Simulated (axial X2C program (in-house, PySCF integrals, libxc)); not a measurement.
**TeO⁻: from the spin-free to the two-component result**

Calculated with an in-house all-electron X2C program for linear molecules (integrals from PySCF). Spin-free means the one-electron spin-free X2C Hamiltonian; two-component (2c) means X2C with spin–orbit coupling and atomic mean-field two-electron Coulomb and Gaunt terms, so the difference of the two also holds small scalar two-electron terms. Basis: Te dyall-acv3z [12s13p9d5f1g], O dyall-av3z [7s6p3d2f] (cores contracted in-house); Gaussian nuclei, density fitting, unrestricted open shells. Masses: Te 129.906 u, O 15.995 u.

Spin-free state: M_S = 1/2, Λ = 1 (beyond evenly filled blocks: π+α, π+β, π-α); fragments Te- + O.

```tsv
level	Re (Å)	ωe (cm⁻¹)	De (eV)	μ (D)
PBE0	1.883	702.7	3.561	-2.79
r2SCAN	1.896	683.5	3.681	-2.69
```

Dipoles are positive if O is the positive end and refer to the centre of mass.

Question: Within this multiplet, which Ω should lie lowest by the rule for regular and inverted multiplets?

Answer: The open π shell holds three electrons, one hole, so the multiplet is inverted: Ω = Λ + 1/2 = 3/2. The PBE0 2c search agrees.

Two-component determinant lowest at the distance of the search:

Ω = 3/2 (⟨Sz⟩ = 0.50, ⟨Lz⟩ = 1.00 at PBE0); fragments Te- + O.

```json
{"level": "PBE0", "Re (Å)": "1.885", "ωe (cm⁻¹)": "702.2", "De (eV)": "3.544", "μ (D)": "-2.99"}
{"level": "r2SCAN", "Re (Å)": "1.897", "ωe (cm⁻¹)": "681.2", "De (eV)": "n/a", "μ (D)": "-2.86"}
```

Question: From the two tables, how do the constants change at the PBE0 level (2c against spin-free)?

Answer: At the PBE0 level Re increases by 0.002 Å and ωe drops by 0.5 cm⁻¹; De is not compared, since the atomic limits differ or miss part of their spin–orbit lowering.

The state is one determinant whose occupation by symmetry is held fixed; it was picked as the lowest of a PBE0 search that is not exhaustive. De is counted from the lowest determinant-based energies of the atoms at the same level, without counterpoise correction. De is not given where an atomic determinant may have missed its ground term or J level, or where the truncated virtual space spoils (T). Density functionals use the spin component along the axis (collinear). The 2c atoms are single determinants rather than J levels; their spin–orbit lowering is only partly caught, and De is too large by that part. This holds for PBE0. The functionals have no current-density term, which raises determinants with orbital currents, atoms included. The highest occupied level of some functionals is positive through self-interaction error; at Hartree–Fock it is bound.
